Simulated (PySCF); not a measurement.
## Fractional electron number in Tc (technetium, neutral)

The 5s beta orbital of [Kr] 4d5 5s2 is emptied in steps (occupation f), with all orbitals relaxed, ending at [Kr] 4d5 5s1. Computed with PySCF 2.14 in def2-TZVP with the def2 core potential (28 electrons), with a scalar-relativistic core potential. The exact energy is a straight line in f; departures are measured from the line between the end points of the same method.

```tsv
f	PBE0 (eV)	r2SCAN (eV)	LC-wPBE (eV)
1	0.000	0.000	0.000
0.8	-0.304	-0.344	0.015
0.6	-0.455	-0.494	0.020
0.4	-0.454	-0.464	0.016
0.2	-0.298	-0.273	0.009
0	0.000	0.000	0.000
```

| method | E(f=0) − E(f=1) (eV) | −ε at f=1 (eV) | −ε at f=0.4 (eV) |
| --- | --- | --- | --- |
| PBE0 | 6.739 | 4.839 | 7.131 |
| r2SCAN | 6.588 | 4.372 | 7.176 |
| LC-wPBE | 6.555 | 6.658 | 6.522 |

Orbital energy along the path (eV):

| f | PBE0 | r2SCAN | LC-wPBE |
| --- | --- | --- | --- |
| 1 | -4.839 | -4.372 | -6.658 |
| 0.8 | -5.600 | -5.361 | -6.604 |
| 0.6 | -6.363 | -6.299 | -6.553 |
| 0.4 | -7.131 | -7.176 | -6.522 |
| 0.2 | -7.906 | -7.858 | -6.524 |
| 0 | -8.169 | -7.449 | -6.436 |

As f goes to zero the orbital energy of a semilocal functional can turn back, because the density of that orbital vanishes from the exchange-correlation potential.

Reference removal energy between the ground levels: 7.119 eV (measured; NIST Atomic Spectra Database, ionization energies).
